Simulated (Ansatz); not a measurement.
C2H4F2Si2, SMILES F[SiH](F)C#C[SiH3]. Atoms are numbered in the order given.

```xyz
10

Si     3.1706     0.0724     0.6020
C      1.3445     0.0138     0.3630
C      0.1329    -0.0238     0.1960
Si    -1.6723    -0.0889     0.0058
F     -2.1839     1.2971    -0.6324
F     -2.0493    -1.2584    -1.0337
H      3.8200     0.3288    -0.7140
H      3.6237    -1.2358     1.1527
H      3.4936     1.1693     1.5572
H     -2.3816    -0.3258     1.2761
```

The structure is a stationary point at PBE0-D3(BJ)/def2-SVP. This is a generated structure with no PubChem entry under its InChIKey; it may be hypothetical.

Two levels are set side by side: PBE-D3(BJ)/def2-SVP (Ansatz, a first-principles code) and PBE0-D3(BJ)/def2-SVP (Ansatz). Each level has its own optimised geometry; the coordinates shown are those of the second. Differences are taken from unrounded values.

```
quantity              PBE0-D3(BJ)  PBE-D3(BJ)  PBE-D3(BJ) minus PBE0-D3(BJ)
--------------------  -----------  ----------  ----------------------------
mean bond length (Å)        1.561       1.572                         0.011
bond Si1–C2 (Å)             1.843       1.845                         0.002
bond C2–C3 (Å)              1.224       1.236                         0.013
bond C3–Si4 (Å)             1.816       1.822                         0.006
bond Si4–F5 (Å)             1.609       1.625                         0.016
bond Si4–F6 (Å)             1.609       1.625                         0.016
bond Si1–H7 (Å)             1.490       1.501                         0.011
bond Si1–H8 (Å)             1.490       1.501                         0.011
bond Si1–H9 (Å)             1.490       1.501                         0.011
bond Si4–H10 (Å)            1.474       1.487                         0.013
```

Exact exchange shortens and stiffens bonds; PBE has none. Differences between two approximate levels are no errors against the true value.
